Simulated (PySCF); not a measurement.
# Computed records: AlGeH₃NO

Calculation on a computer-drawn molecule: optimised geometry and harmonic frequencies of an isolated molecule of the commonest isotopes, restricted reference for singlets and unrestricted otherwise, frozen core in MP2; on germanium a core potential holds 10 electrons, which the energies leave out, and 3d is frozen in MP2 and coupled-cluster steps. Program: PySCF 2.14.0.

```json
{"formula": "AlGeH3NO", "start_structure": {"atoms_angstrom": [["O", -0.9692, -0.5073, -1.3337], ["Al", 0.1061, -0.9312, -0.2242], ["N", 1.3724, -1.3684, 0.9415], ["Ge", 1.6675, -2.0136, 2.4982], ["H", -1.6443, -0.2817, -1.9711], ["H", 3.1477, -2.1017, 2.7452], ["H", 0.631, -2.3891, 3.5239]]}, "given": {"charge": 1, "multiplicity": 1, "method": "HF", "basis": "cc-pV(D+d)Z", "basis_and_core_potential_on_germanium": "cc-pVDZ-PP ECP10MDF", "drawn_bonds_atom": [1, 2, 3, 1, 4, 4], "drawn_bonds_other_atom": [2, 3, 4, 5, 6, 7], "drawn_bonds_order": [1, 1, 2, 1, 1, 1]}, "results": {"optimised_atom_element": ["O", "Al", "N", "Ge", "H", "H", "H"], "optimised_atom_x [angstrom]": [-0.8851, -0.05639, 0.7995, 1.673, -1.373, 3.187, 0.9661], "optimised_atom_y [angstrom]": [-0.4756, -0.9695, -1.48, -2.001, -0.1845, -2.005, -2.478], "optimised_atom_z [angstrom]": [-1.428, -0.1526, 1.165, 2.51, -2.178, 2.503, 3.761], "modes_frequency [cm^-1]": [67.8, 85.51, 199.5, 222.0, 225.9, 248.2, 449.6, 667.1, 719.0, 953.9, 1067, 1396, 2324, 2331, 4266], "modes_reduced_mass [dalton]": [6.257, 8.99, 2.259, 2.005, 1.794, 2.077, 16.06, 1.15, 1.08, 1.034, 10.69, 14.66, 1.014, 1.027, 1.073], "rotational_constants [GHz]": [148.8, 1.06, 1.053], "total_energy [hartree]": -666.1580, "convergence_status_largest_gradient_component [hartree/bohr]": 2.148e-05}}
```
